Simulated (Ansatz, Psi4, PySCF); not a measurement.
lead atom (Pb), triplet (core potentials on Pb). Base run: CAMB3LYP/def2-SVP in PySCF.

Here is a job for PySCF.
```python
from pyscf import gto, scf, dft

mol = gto.M(
    atom='''
Pb    0.000000    0.000000    0.000000
''',
    basis='def2-svp',
    ecp={'Pb': 'def2-svp'},
    charge=0,
    spin=2,
    verbose=4,
)

mf = dft.UKS(mol)
mf.xc = 'camb3lyp'
mf.kernel()
```

The same geometry, method and basis name were run in Ansatz (an electronic-structure program) and Psi4 and PySCF, at each program's defaults and at the settings that a row names. The base is PySCF at its defaults. Differences at the defaults can come from grids, fitting, cores and function types together.

```
code and settings                                                                             ΔE vs base (µEh)  basis functions      E (Eh)  SCF cycles
--------------------------------------------------------------------------------------------  ----------------  ---------------  ----------  ----------
PySCF, defaults (exact integrals, its default grid, spherical functions)                                   0.0               26  -192.80021           8
Psi4, defaults (density fitting with its default set, its default grid, spherical functions)              -6.9               26  -192.80022           8
Ansatz, defaults (factorised integrals, its default grid, spherical functions)                             0.1               26  -192.80021           -
PySCF, density fitting with def2-universal-jkfit                                                          -1.6               26  -192.80021           8
PySCF, fine grid                                                                                           0.3               26  -192.80021           8
Psi4, exact integrals, spherical functions, fine grid                                                      0.6               26  -192.80021          10
Ansatz, high accuracy                                                                                      0.1               26  -192.80021           -
```

Open shells are given as the SCF converged; they aren't shown to be the lowest states, and a large step between rows can be another state.
